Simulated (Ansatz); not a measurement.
Cartesian coordinates in Å:
```
C -0.702 -1.763 0.270
O 0.278 -0.773 0.120
Sn -0.048 0.883 -0.909
N 1.297 2.059 0.069
H -0.773 -2.411 -0.614
H -0.431 -2.394 1.122
H -1.701 -1.350 0.468
H -1.665 1.389 -0.464
H 2.088 1.516 0.399
H 1.656 2.844 -0.461
```

Total charge 0; spin multiplicity 2. Sn takes the def2 core potential.

List the PBE/def2-TZVPP orbital energies in eV (the Gaussian-basis code of Ansatz). (An estimate is asked.)

Ansatz gave: α occupied: -509.82, -380.36, -269.79, -132.97, -88.93, -88.90, -88.85, -25.93, -25.47, -25.34, -25.30, -25.29, -23.91, -20.73, -16.18, -12.55, -11.76, -10.56, -10.46, -10.02, -8.50, -7.19, -6.61, -6.16, -4.71. α empty: -1.04, -0.49, 0.64, 1.05, 1.51, 1.90, 2.20, 2.62. β occupied: -509.75, -380.24, -269.79, -132.94, -88.89, -88.87, -88.84, -25.86, -25.40, -25.26, -25.24, -25.23, -23.80, -20.49, -16.15, -12.38, -11.67, -10.49, -10.43, -9.90, -8.20, -6.78, -6.42, -5.94. β empty: -3.83, -0.77, -0.27, 1.00, 1.22, 1.66, 2.01, 2.35. ⟨S²⟩ = 0.753.
